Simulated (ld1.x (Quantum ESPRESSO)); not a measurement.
Reading a pseudo-wave (Li (Z = 3))

Columns: radius, all-electron u(r) and pseudo u(r) of the 2p shell (level -1.17 eV) of lithium in the configuration [He] 2s1 2p0; BP86, scalar-relativistic, TM scheme, ld1.x (Quantum ESPRESSO) 7.5.

```json
{"r (bohr)": "0.210", "all-electron": "0.0152", "pseudo": "0.0062"}
{"r (bohr)": "0.420", "all-electron": "0.0473", "pseudo": "0.0242"}
{"r (bohr)": "0.630", "all-electron": "0.0854", "pseudo": "0.0527"}
{"r (bohr)": "0.840", "all-electron": "0.1248", "pseudo": "0.0897"}
{"r (bohr)": "1.050", "all-electron": "0.1633", "pseudo": "0.1323"}
{"r (bohr)": "1.260", "all-electron": "0.1998", "pseudo": "0.1778"}
{"r (bohr)": "1.470", "all-electron": "0.2343", "pseudo": "0.2230"}
{"r (bohr)": "1.680", "all-electron": "0.2671", "pseudo": "0.2655"}
{"r (bohr)": "1.890", "all-electron": "0.2978", "pseudo": "0.3034"}
{"r (bohr)": "2.100", "all-electron": "0.3261", "pseudo": "0.3356"}
{"r (bohr)": "2.310", "all-electron": "0.3514", "pseudo": "0.3620"}
{"r (bohr)": "2.520", "all-electron": "0.3734", "pseudo": "0.3829"}
{"r (bohr)": "2.730", "all-electron": "0.3919", "pseudo": "0.3992"}
{"r (bohr)": "2.940", "all-electron": "0.4069", "pseudo": "0.4116"}
{"r (bohr)": "3.150", "all-electron": "0.4185", "pseudo": "0.4211"}
{"r (bohr)": "3.360", "all-electron": "0.4271", "pseudo": "0.4281"}
{"r (bohr)": "3.570", "all-electron": "0.4326", "pseudo": "0.4329"}
{"r (bohr)": "3.780", "all-electron": "0.4355", "pseudo": "0.4355"}
{"r (bohr)": "3.990", "all-electron": "0.4359", "pseudo": "0.4359"}
{"r (bohr)": "4.200", "all-electron": "0.4340", "pseudo": "0.4340"}
{"r (bohr)": "4.410", "all-electron": "0.4301", "pseudo": "0.4301"}
{"r (bohr)": "4.620", "all-electron": "0.4245", "pseudo": "0.4245"}
{"r (bohr)": "4.830", "all-electron": "0.4173", "pseudo": "0.4173"}
{"r (bohr)": "5.040", "all-electron": "0.4088", "pseudo": "0.4088"}
{"r (bohr)": "5.250", "all-electron": "0.3991", "pseudo": "0.3991"}
{"r (bohr)": "5.460", "all-electron": "0.3884", "pseudo": "0.3884"}
```

Question: How many radial nodes do the two functions have?

Answer: The all-electron 2p function has n − l − 1 = 0; the pseudo-wave has 0.

Question: At about which radius was the pseudo-wave matched?

Answer: 4.20 bohr. The columns agree to 0.0005 from 3.57 bohr on; several derivatives are matched, so the curves merge somewhat inside the radius.

Question: Is the pseudo-wave norm-conserving?

Answer: Yes: the TM scheme keeps the norm inside the radius equal to the all-electron one, which fixes the energy derivative of the logarithmic derivative at the level.
